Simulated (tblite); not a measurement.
F2H6OSi3.
Bonds: F1–Si2, Si2–O3, O3–Si4, Si4–Si5, Si5–F6. Hydrogens: H7, H8 on Si2; H9, H10 on Si4; H11, H12 on Si5.

Computed with GFN2-xTB (tblite), gas phase: L-BFGS steps from a force-field or distance-geometry start until the largest atomic force falls under 0.01 eV/Å.

Geometry at step 1:
```
atom  x, y, z in Å
F1      1.4595    2.2151   -0.0752
Si2     1.9091    0.6534   -0.2654
O3      0.7799   -0.1050   -1.2329
Si4    -0.2016   -1.0893   -0.2657
Si5    -1.9449    0.2015    0.3570
F6     -3.0426   -0.7145    1.1675
H7      3.2060    0.5405   -0.9248
H8      1.9283   -0.0280    1.0677
H9     -0.7004   -2.2438   -0.9971
H10     0.5690   -1.4872    0.9402
H11    -2.4984    0.6984   -0.9111
H12    -1.4628    1.3582    1.1138
```

Problem. Give the atomic forces at this geometry.

Solution. 
```json
{"atom": "F1", "Fx (eV/Å)": "0.223", "Fy (eV/Å)": "-1.110", "Fz (eV/Å)": "-0.136"}
{"atom": "Si2", "Fx (eV/Å)": "-0.107", "Fy (eV/Å)": "0.110", "Fz (eV/Å)": "-0.464"}
{"atom": "O3", "Fx (eV/Å)": "0.452", "Fy (eV/Å)": "-0.225", "Fz (eV/Å)": "2.163"}
{"atom": "Si4", "Fx (eV/Å)": "-0.200", "Fy (eV/Å)": "-0.109", "Fz (eV/Å)": "-0.190"}
{"atom": "Si5", "Fx (eV/Å)": "-0.114", "Fy (eV/Å)": "0.079", "Fz (eV/Å)": "-0.193"}
{"atom": "F6", "Fx (eV/Å)": "0.537", "Fy (eV/Å)": "0.709", "Fz (eV/Å)": "-0.425"}
{"atom": "H7", "Fx (eV/Å)": "-0.351", "Fy (eV/Å)": "0.203", "Fz (eV/Å)": "-0.019"}
{"atom": "H8", "Fx (eV/Å)": "0.247", "Fy (eV/Å)": "0.903", "Fz (eV/Å)": "-0.575"}
{"atom": "H9", "Fx (eV/Å)": "0.490", "Fy (eV/Å)": "-0.112", "Fz (eV/Å)": "-0.314"}
{"atom": "H10", "Fx (eV/Å)": "-0.233", "Fy (eV/Å)": "-0.461", "Fz (eV/Å)": "-0.442"}
{"atom": "H11", "Fx (eV/Å)": "-0.478", "Fy (eV/Å)": "0.045", "Fz (eV/Å)": "0.333"}
{"atom": "H12", "Fx (eV/Å)": "-0.468", "Fy (eV/Å)": "-0.031", "Fz (eV/Å)": "0.263"}
```

The largest, 2.22 eV/Å, acts on O3; the rms over all components is 0.538 eV/Å. The forces sum to zero within rounding, as they must for an isolated molecule in no field.

Problem. Give the force on O3 in Eh/bohr and in nN.

Solution. 2.221 eV/Å ÷ 51.422 = 0.04319 Eh/bohr, and 2.221 eV/Å × 1.602 = 3.56 nN.

Problem. How far is this geometry from the end of the optimisation?

Solution. 1.090 eV above it, and 0.729 Å rms away after alignment. The bonds farthest from their final lengths, with half the difference of the two atoms' forces along the bond (positive lengthens):

| bond | now (Å) | final (Å) | force along bond (eV/Å) |
| --- | --- | --- | --- |
| Si2–O3 | 1.669 | 1.602 | -0.87 |
| O3–Si4 | 1.693 | 1.638 | -0.52 |
| Si2–H8 | 1.497 | 1.449 | -0.23 |
| Si4–Si5 | 2.257 | 2.297 | +0.02 |
| F1–Si2 | 1.636 | 1.610 | -0.61 |
| Si5–F6 | 1.643 | 1.621 | -0.45 |

The angle farthest from its final value is Si2–O3–Si4, 109.0° against 154.9°.

Of the 6 listed bonds off by 0.010 Å or more, this force points towards the final length in 6.

The cost below is that of the whole relaxation. Hardware: an Arm Neoverse V1 with one thread, shared host with 32 logical CPUs at a one-minute load of 14. Cost: 0.66 s wall.
